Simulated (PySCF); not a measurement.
Input of a run (PBE0-D3(BJ)/def2-SVP geometry optimisation, gas phase (PySCF 2.14.0)), started from GFN2-xTB:
```
{"job": {"xc": "PBE0", "basis": "def2-SVP", "d3": "d3bj", "grid": 1, "kind": "geom"}, "charge": 1, "multiplicity": 2}
C      3.275730     0.168710     0.415920
C      1.869410    -0.364890     0.581140
S      0.681620     0.557800    -0.412240
C     -0.851850    -0.424080    -0.231310
C     -0.858340    -1.503960    -1.312200
C     -2.021550     0.544760    -0.363650
C     -2.004390     1.565100     0.765010
H      3.958720    -0.405150     1.037920
H      3.338020     1.211560     0.717940
H      3.611140     0.091760    -0.615680
H      1.544030    -0.294350     1.623550
H      1.802750    -1.415430     0.284670
H     -0.831650    -0.878170     0.762330
H     -1.755750    -2.107630    -1.193830
H     -0.876380    -1.060770    -2.304860
H      0.003310    -2.162520    -1.233240
H     -1.970450     1.051050    -1.329320
H     -2.958060    -0.015030    -0.335290
H     -1.065640     2.128170     0.737770
H     -2.830800     2.262190     0.665140
H     -2.077680     1.084770     1.739280
```

Output (energies in Eh, forces in Eh/bohr):
```
step   0  E = -634.25570330  max force = 0.015058
step   1  E = -634.25870354  max force = 0.004194
step   2  E = -634.25885040  max force = 0.001077
step   3  E = -634.25888046  max force = 0.000326
step   4  E = -634.25889366  max force = 0.000379
optimisation converged
```

Task: Summarise the run.

Result: The energy falls by 2.0 kcal/mol over 5 energy and gradient evaluations, the largest force component goes from 0.0151 to 3.8e-04 Eh/bohr, and the atoms move by 0.062 Å rms after alignment. Among the bonds, C2–H11, C2–H12, C5–H14 and C7–H20 change most and about equally (+0.013 to +0.014 Å). Bonds longer at the end by more than 0.005 Å: 14 of 20; shorter: 2. Among the angles that change most is C4–C6–H18, from 109.3° to 106.0°. The energy never rose by more than 1e-6 Eh on the way. The first step brought 94 % of the lowering.

Task: What are the final bond lengths?

Result: C1–C2 1.514 Å, C2–S3 1.793 Å, S3–C4 1.821 Å, C4–C5 1.532 Å, C4–C6 1.525 Å, C6–C7 1.518 Å, C1–H8 1.100 Å, C1–H9 1.099 Å, C1–H10 1.099 Å, C2–H11 1.108 Å, C2–H12 1.106 Å, C4–H13 1.104 Å, C5–H14 1.101 Å, C5–H15 1.099 Å, C5–H16 1.099 Å, C6–H17 1.104 Å, C6–H18 1.103 Å, C7–H19 1.105 Å, C7–H20 1.098 Å, C7–H21 1.101 Å. Numbering counts from 1 in the input's order; the species is `CC[C@@H](C)[S+]CC` [radical].

The run used 172 basis functions and 36 SCF cycles in all. Hardware: Arm Neoverse V1, one thread, shared host. Cost: 2.1 min of wall time.

Stationary, but not proved a minimum. ⟨S²⟩ = 0.754 (exact for a doublet: 0.75).

The values belong to the conformer `[CH3:1][CH2:2][S+:3][C@H:4]([CH3:5])[CH2:6][CH3:7]`: C1–C2–S3–C4 170°, C2–S3–C4–C5 -89°, S3–C4–C6–C7 -64°.
